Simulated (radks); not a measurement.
All-electron atom: Re+ in [Xe] 4f14 5d5 6s0.5 6d0.5 (fractional occupations, a model configuration).

All-electron calculation, scalar-relativistic Kohn-Sham, PBE, spin-polarised, spherical densities, point nucleus; open shells are filled with parallel spins first (spin-orbit coupling, left out, can overturn this in heavy ions). Program: a radial shooting solver on a logarithmic mesh with Libxc functionals.

Energy parts (eV):
total: -454209.08
kinetic: 502045.96
electron-nucleus: -1123774.81
Hartree: 176508.22
exchange-correlation: -8988.45

Orbitals (lengths in bohr, moments of r in powers of bohr):
orbital  occ.  eigenvalue (eV)      <r>       <r^4>
1s down     1        -71677.08  0.01803   5.452e-07
1s up       1        -71677.08  0.01803   5.452e-07
2s up       1        -12435.08  0.07621  0.00008161
2s down     1        -12434.83  0.07620  0.00008161
2p up       3        -10851.77  0.06834  0.00006453
2p down     3        -10851.57  0.06834  0.00006453
3s up       1        -2886.136   0.1974    0.002990
3s down     1        -2886.060   0.1974    0.002989
3p up       3        -2419.364   0.1979    0.003231
3p down     3        -2419.277   0.1979    0.003231
3d up       5        -1890.679   0.1792    0.002494
3d down     5        -1890.510   0.1792    0.002494
4s up       1        -609.8133   0.4405     0.06954
4s down     1        -609.5849   0.4405     0.06953
4p up       3        -456.7325   0.4686     0.09284
4p down     3        -456.5207   0.4686     0.09275
4d up       5        -264.8009   0.5001      0.1351
4d down     5        -264.5499   0.4998      0.1345
5s up       1         -95.6708    1.040       2.172
5s down     1         -93.4544    1.031       2.093
5p up       3         -57.7898    1.214       4.267
5p down     3         -54.8479    1.200       4.097
4f up       7         -51.8952   0.5829      0.4154
4f down     7         -51.3978   0.5781      0.3894
5d up       5         -16.1064    1.807       26.86
6s up     0.5         -15.0711    2.753       110.2
5d down     0         -12.3692    1.812       27.56
6d up     0.5          -3.4353    6.756        4045

The highest occupied level is 6d up at -3.435 eV. The configuration is held as typed, so some empty levels lie below it. Spin moment in Bohr magnetons: 6.
